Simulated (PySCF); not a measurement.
F₆Pt (SMILES [F][Pt]([F])([F])([F])([F])[F]), triplet, geometry from GFN2-xTB (such geometries of metal compounds can be far from the true shape) (core potentials on Pt); CAMB3LYP/def2-SVP (PySCF).

The PySCF input:
```python
from pyscf import gto, scf, dft

mol = gto.M(
    atom='''
Pt    0.00000000   -0.00000000   -0.00000000
F    -0.77525768    1.68750258   -0.26895888
F     1.51441387    0.81531248    0.75022963
F     0.79155193    0.09289196   -1.69877748
F    -0.79155193   -0.09289196    1.69877748
F    -1.51441387   -0.81531248   -0.75022963
F     0.77525768   -1.68750258    0.26895888
''',
    basis='def2-svp',
    ecp={'Pt': 'def2-svp'},
    spin=2,
    verbose=4,
)

mf = dft.UKS(mol)
mf.xc = 'camb3lyp'
mf.kernel()
```

The log (banner, timings and long lists left out):

```
PySCF version 2.14.0

[INPUT] verbose = 4
[INPUT] num. atoms = 7
[INPUT] num. electrons = 72
[INPUT] charge = 0
[INPUT] spin (= nelec alpha-beta = 2S) = 2
[INPUT] symmetry False subgroup None
[INPUT] Mole.unit = angstrom
[INPUT] Symbol           X                Y                Z      unit          X                Y                Z       unit  Magmom
[...]
nuclear repulsion = 502.207763318191
number of shells = 48
number of NR pGTOs = 201
number of NR cGTOs = 116
basis = def2-svp
ecp = {'Pt': 'def2-svp'}

******** <class 'pyscf.dft.uks.UKS'> ********
method = UKS
initial guess = minao
damping factor = 0
level_shift factor = 0
DIIS = <class 'pyscf.scf.diis.CDIIS'>
diis_start_cycle = 1
diis_space = 8
diis_damp = 0
SCF conv_tol = 1e-09
SCF conv_tol_grad = None
SCF max_cycles = 50
direct_scf = True
direct_scf_tol = 1e-13
number electrons alpha = 37  beta = 35
XC library pyscf.dft.libxc version 7.1.2
    S. Lehtola, C. Steigemann, M. J. T. Oliveira, and M. A. L. Marques,  SoftwareX 7, 1–5 (2018)
XC functionals = camb3lyp
    T. Yanai, D. P. Tew, and N. C. Handy,  Chem. Phys. Lett. 393, 51 (2004)
radial grids:
    Treutler-Ahlrichs [JCP 102, 346 (1995); DOI:10.1063/1.469408] (M4) radial grids

becke partition: Becke, JCP 88, 2547 (1988); DOI:10.1063/1.454033
pruning grids: <function nwchem_prune>
grids dens level: 3
symmetrized grids: False
atomic radii adjust function: <function treutler_atomic_radii_adjust>
small_rho_cutoff = 0
Set gradient conv threshold to 3.16228e-05
tot grids = 109880
init E= -705.82359474624

cycle= 1 E= -717.407968809311  delta_E= -11.6  |g|= 0.585  |ddm|= 5.83
cycle= 2 E= -717.343855868012  delta_E= 0.0641  |g|= 0.735  |ddm|=  0.8
cycle= 3 E= -717.493754021548  delta_E= -0.15  |g|= 0.245  |ddm|= 0.571
cycle= 4 E= -717.517162856639  delta_E= -0.0234  |g|= 0.0176  |ddm|= 0.209
cycle= 5 E= -717.517350663763  delta_E= -0.000188  |g|= 0.023  |ddm|= 0.0397
cycle= 6 E= -717.517540838101  delta_E= -0.00019  |g|= 0.00403  |ddm|= 0.0155
cycle= 7 E= -717.517590670521  delta_E= -4.98e-05  |g|= 0.00307  |ddm|= 0.015
cycle= 8 E= -717.517609649025  delta_E= -1.9e-05  |g|= 0.00217  |ddm|= 0.00983
cycle= 9 E= -717.517617413315  delta_E= -7.76e-06  |g|= 0.000986  |ddm|= 0.00621
cycle= 10 E= -717.517622200029  delta_E= -4.79e-06  |g|= 0.000528  |ddm|= 0.00618
cycle= 11 E= -717.517626344048  delta_E= -4.14e-06  |g|= 0.000459  |ddm|= 0.00659
cycle= 12 E= -717.517629115186  delta_E= -2.77e-06  |g|= 0.000455  |ddm|= 0.0046
[...]
cycle= 22 E= -717.517813874575  delta_E= -5.11e-05  |g|= 0.00272  |ddm|= 0.159
cycle= 23 E= -717.517805806096  delta_E= 8.07e-06  |g|= 0.00143  |ddm|= 0.0403
cycle= 24 E= -717.517823432928  delta_E= -1.76e-05  |g|= 0.00185  |ddm|= 0.066
cycle= 25 E= -717.517817311094  delta_E= 6.12e-06  |g|= 0.000254  |ddm|= 0.0338
cycle= 26 E= -717.517827355891  delta_E= -1e-05  |g|= 0.000388  |ddm|= 0.0394
cycle= 27 E= -717.517833370624  delta_E= -6.01e-06  |g|= 0.00458  |ddm|= 0.122
cycle= 28 E= -717.517840362271  delta_E= -6.99e-06  |g|= 0.00169  |ddm|= 0.0443
cycle= 29 E= -717.517844533599  delta_E= -4.17e-06  |g|= 0.00224  |ddm|= 0.0471
cycle= 30 E= -717.517847011665  delta_E= -2.48e-06  |g|= 0.000119  |ddm|= 0.0124
cycle= 31 E= -717.517849794038  delta_E= -2.78e-06  |g|= 0.000223  |ddm|= 0.034
cycle= 32 E= -717.517850830538  delta_E= -1.04e-06  |g|= 0.000303  |ddm|= 0.0212
cycle= 33 E= -717.517850804257  delta_E= 2.63e-08  |g|= 0.000601  |ddm|= 0.00347
cycle= 34 E= -717.517851402815  delta_E= -5.99e-07  |g|= 0.0001  |ddm|= 0.0169
cycle= 35 E= -717.51785159398  delta_E= -1.91e-07  |g|= 0.000127  |ddm|= 0.00688
cycle= 36 E= -717.517851691376  delta_E= -9.74e-08  |g|= 5.68e-05  |ddm|= 0.00414
cycle= 37 E= -717.517851741378  delta_E= -5e-08  |g|= 5.48e-05  |ddm|= 0.00293
cycle= 38 E= -717.517851766687  delta_E= -2.53e-08  |g|= 5.35e-05  |ddm|= 0.000721
cycle= 39 E= -717.517851823722  delta_E= -5.7e-08  |g|= 5.27e-05  |ddm|= 0.000896
cycle= 40 E= -717.517851924115  delta_E= -1e-07  |g|= 5.28e-05  |ddm|= 0.00169
cycle= 41 E= -717.517852199038  delta_E= -2.75e-07  |g|= 4.82e-05  |ddm|= 0.00543
cycle= 42 E= -717.517852517819  delta_E= -3.19e-07  |g|= 4.51e-05  |ddm|= 0.00622
cycle= 43 E= -717.517852900189  delta_E= -3.82e-07  |g|= 4.18e-05  |ddm|= 0.00832
cycle= 44 E= -717.5178530888  delta_E= -1.89e-07  |g|= 3.65e-05  |ddm|= 0.00559
cycle= 45 E= -717.517853284392  delta_E= -1.96e-07  |g|= 3.17e-05  |ddm|= 0.00614
cycle= 46 E= -717.517853388654  delta_E= -1.04e-07  |g|= 3.15e-05  |ddm|= 0.00444
cycle= 47 E= -717.517853470128  delta_E= -8.15e-08  |g|= 2.89e-05  |ddm|= 0.00457
cycle= 48 E= -717.51785353325  delta_E= -6.31e-08  |g|= 2.67e-05  |ddm|= 0.00351
cycle= 49 E= -717.517853558709  delta_E= -2.55e-08  |g|= 1.96e-05  |ddm|= 0.00227
cycle= 50 E= -717.517853575354  delta_E= -1.66e-08  |g|= 1.69e-05  |ddm|= 0.00148
SCF not converged.
SCF energy = -717.517853575354 after 50 cycles  <S^2> = 2.0045957  2S+1 = 3.0030623
```

The run did not converge; its last values are not results.
